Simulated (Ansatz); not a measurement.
Consider the isomerisation: `N[SiH2]CBO` → `COB(N)[SiH3]`.

Gas-phase electronic energies from Ansatz, PBE0-D4/def2-TZVP geometries. CBS: MP2 limit from def2 TZ/QZ plus the TZ coupled-cluster correction, frozen cores. DFT in def2-TZVPP. One conformer a species, not always the lowest.

```json
{"level": "PBE-D4", "ΔE (kJ/mol)": "46.3", "difference from CCSD(T)/CBS": "-20.1"}
{"level": "r2SCAN-D4", "ΔE (kJ/mol)": "58.3", "difference from CCSD(T)/CBS": "-8.1"}
{"level": "PBE0-D4", "ΔE (kJ/mol)": "53.5", "difference from CCSD(T)/CBS": "-12.9"}
{"level": "ωB97X-V", "ΔE (kJ/mol)": "56.5", "difference from CCSD(T)/CBS": "-9.9"}
{"level": "ωB97M-V", "ΔE (kJ/mol)": "65.3", "difference from CCSD(T)/CBS": "-1.1"}
{"level": "B2PLYP", "ΔE (kJ/mol)": "60.6", "difference from CCSD(T)/CBS": "-5.8"}
{"level": "HF/def2-TZVPP", "ΔE (kJ/mol)": "62.1", "difference from CCSD(T)/CBS": "-4.3"}
{"level": "MP2/def2-TZVPP", "ΔE (kJ/mol)": "74.9", "difference from CCSD(T)/CBS": "8.5"}
{"level": "SCS-MP2/def2-TZVPP", "ΔE (kJ/mol)": "68.2", "difference from CCSD(T)/CBS": "1.8"}
{"level": "CCSD/def2-TZVPP", "ΔE (kJ/mol)": "62.7", "difference from CCSD(T)/CBS": "-3.7"}
{"level": "CCSD(T)/def2-TZVPP", "ΔE (kJ/mol)": "61.2", "difference from CCSD(T)/CBS": "-5.2"}
{"level": "HF/def2-QZVPP", "ΔE (kJ/mol)": "63.1", "difference from CCSD(T)/CBS": "-3.3"}
{"level": "SCS-MP2/def2-QZVPP", "ΔE (kJ/mol)": "71.7", "difference from CCSD(T)/CBS": "5.3"}
{"level": "HF/CBS(def2)", "ΔE (kJ/mol)": "63.2", "difference from CCSD(T)/CBS": "-3.2"}
{"level": "MP2/CBS(def2)", "ΔE (kJ/mol)": "80.1", "difference from CCSD(T)/CBS": "13.7"}
{"level": "CCSD/CBS(def2)", "ΔE (kJ/mol)": "67.9", "difference from CCSD(T)/CBS": "1.5"}
{"level": "CCSD(T)/CBS", "ΔE (kJ/mol)": "66.4", "difference from CCSD(T)/CBS": "0"}
```

Largest T1 diagnostic among the species: 0.013.

From PBE to PBE0 (25 % exact exchange), in def2-TZVPP and without D4, ΔE moves by +7.3 kJ/mol.

CCSD(T)/CBS has its own doubt, a few kJ/mol and more with outer-core shells, so smaller differences from it don't rank the levels.
